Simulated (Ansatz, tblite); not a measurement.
Two members of one family (Same ligands, another metal), computed with Ansatz in the gas phase. The two geometries come from different levels. HOMO and LUMO are taken over both spins. Singlets are spin-restricted. Names give formal oxidation states. The structures are stationary points that may keep the symmetry of their start. Remarks come from the PBE and PBE0 runs and from stability tests at other levels; not every state was tested.

First: [Cr(H2O)4]2+ (quintet, charge 2, B3LYP-D4/def2-SVP geometry).

```xyz
13

Cr    0.000    0.000    0.001
O    -0.113   -2.038    0.103
H     0.287   -2.672   -0.520
H    -0.586   -2.560    0.779
O     0.394    0.076    2.003
H     0.019    0.707    2.644
H     0.998   -0.508    2.497
O     0.117    2.037   -0.101
H     0.798    2.601    0.311
H    -0.495    2.629   -0.577
O    -0.398   -0.075   -2.002
H    -1.071   -0.630   -2.437
H     0.052    0.433   -2.702
```

```
              level  HOMO (eV)  LUMO (eV)  gap (eV)
    PBE-D4/def2-SVP     -15.01     -12.84      2.17
   PBE-D4/def2-TZVP     -14.93     -12.80      2.13
r2SCAN-D4/def2-TZVP     -15.30     -12.47      2.83
   PBE0-D4/def2-SVP     -17.30     -11.05      6.25
  PBE0-D4/def2-TZVP     -17.08     -10.85      6.23
```

Metal–donor distances: 4 × O 2.04 Å. The relaxed singlet lies at 3.00 eV (B3LYP-D4/def2-TZVP) to 3.57 eV (r2SCAN-D4/def2-TZVP) from the quintet. Remarks: restricted singlet, untested (singlet), spin-contaminated (⟨S²⟩ up to 3.00) (triplet).

Second: [Cu(H2O)4]2+ (doublet, charge 2, r2SCAN-D4/def2-SVP geometry).

```
atom   x (Å)   y (Å)   z (Å)
 Cu1   0.001  -0.004   0.014
  O2  -1.895  -0.471  -0.115
  H3  -2.586   0.154  -0.403
  H4  -2.335  -1.229   0.314
  O5   0.475  -1.814  -0.555
  H6  -0.055  -2.343  -1.180
  H7   1.121  -2.408  -0.129
  O8   1.889   0.506  -0.009
  H9   2.539   0.142  -0.639
 H10   2.382   0.937   0.714
 O11  -0.477   1.824   0.520
 H12   0.011   2.614   0.223
 H13  -1.070   2.091   1.246
```

Q: Estimate the same table for the second.

A: 
| level | HOMO (eV) | LUMO (eV) | gap (eV) |
| --- | --- | --- | --- |
| PBE-D4/def2-SVP | -17.37 | -15.91 | 1.46 |
| PBE-D4/def2-TZVP | -17.45 | -15.90 | 1.55 |
| r2SCAN-D4/def2-TZVP | -17.95 | -15.48 | 2.46 |
| PBE0-D4/def2-SVP | -19.60 | -13.99 | 5.62 |
| PBE0-D4/def2-TZVP | -19.70 | -13.72 | 5.98 |

Metal–donor distances: 4 × O 1.96 Å.
